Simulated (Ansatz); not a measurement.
Consider the hydrogenolysis of the Si–O bond: `O[SiH2]B(F)Br` + H₂ → `FB([SiH3])Br` + H₂O.

Calculated with Ansatz (gas phase, PBE0-D4/def2-TZVP geometries, no zero-point term in ΔE). CBS: MP2 limit from def2 TZ/QZ plus the TZ coupled-cluster correction, frozen cores. This one scheme is used for every species. DFT in def2-TZVPP. B3LYP here is the variant with VWN-RPA as its local correlation; programs differ in this. For Br outer-core shells are correlated without core-valence functions, which leaves a few kJ/mol of doubt a bond. Scalar relativity is left out up to krypton. Each species was taken in one conformer, which may not be the lowest.

```
             level  ΔE (eV)
         r2SCAN-D4     0.70
          B3LYP-D4     0.67
        r2SCANh-D4     0.69
           r2SCAN0     0.66
     CCSD/def2-SVP     0.45
     HF/def2-TZVPP     0.59
SCS-MP2/def2-TZVPP     0.67
SCS-MP2/def2-QZVPP     0.68
```

(1) What does CCSD(T)/CBS give? (Best estimate.)

Largest T1 diagnostic among the species: 0.012.

Answers

(1) Computed: +0.64 eV. The listed levels differ from it by 0.06, 0.03, 0.05, 0.02, -0.19, -0.05, 0.03, 0.04 eV.

In def2-TZVPP, CCSD(T) changes the Hartree–Fock value by +0.03 eV (the triples alone add +0.02 eV) and MP2 by +0.10 eV. At CCSD(T), def2-SVP lies −0.17 eV from the extrapolated value and def2-TZVPP −0.01 eV. Leaving LDA and LC-ωPBE aside and taking each functional with its dispersion term where it has one, the values, not all of them listed here, spread over 0.11 eV, from HSE06-D4 to r2SCAN-D4. LDA lies +0.05 eV from PBE without D4.
